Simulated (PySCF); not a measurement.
# Zinc: a sound run and one with changed settings

Sound run: Zn+ [Ar] 3d10 4s1, Zn(2+) [Ar] 3d10. All numbers are calculated (PySCF 2.14, the spin-free X2C one-electron Hamiltonian (Gaussian nucleus), in cc-pVTZ-DK (7s6p4d2f1g, 68 functions)). In the sound run the correlated levels freeze [Ar]. The sound run starts from symmetry-adapted Hartree-Fock orbitals and uses a fine grid where one is needed.

Changed run: the non-relativistic Hamiltonian (point nucleus). This setting is unsound on purpose.

```json
{"species": "Zn+", "method": "UHF", "sound run (hartree)": "-1793.98058", "changed run (hartree)": "-1768.40715", "converged": "yes"}
{"species": "Zn+", "method": "MN15", "sound run (hartree)": "-1796.79080", "changed run (hartree)": "-1771.27087", "converged": "yes"}
{"species": "Zn+", "method": "r2SCAN", "sound run (hartree)": "-1795.54562", "changed run (hartree)": "-1769.98011", "converged": "yes"}
{"species": "Zn+", "method": "MP2", "sound run (hartree)": "-1794.45007", "changed run (hartree)": "-1768.87084", "converged": "yes"}
{"species": "Zn(2+)", "method": "UHF", "sound run (hartree)": "-1793.36108", "changed run (hartree)": "-1767.80278", "converged": "yes"}
{"species": "Zn(2+)", "method": "MN15", "sound run (hartree)": "-1796.13000", "changed run (hartree)": "-1770.63003", "converged": "yes"}
{"species": "Zn(2+)", "method": "r2SCAN", "sound run (hartree)": "-1794.86476", "changed run (hartree)": "-1769.31825", "converged": "yes"}
{"species": "Zn(2+)", "method": "MP2", "sound run (hartree)": "-1793.79720", "changed run (hartree)": "-1768.23553", "converged": "yes"}
```

Ionisation energy of Zn+:

```
 method  sound run (eV)  changed run (eV)
    UHF          16.858            16.446
   MN15          17.981            17.438
 r2SCAN          18.527            18.010
    MP2          17.765            17.288
SCS-MP2          17.611            17.143
```

Most of the change in total energy is the relativistic energy itself. On top of that the contraction fixes the core shape for the Hamiltonian it was made with, so the changed run is not a good calculation with the other Hamiltonian either.

For comparison, NIST gives 17.964 eV between the lowest levels.
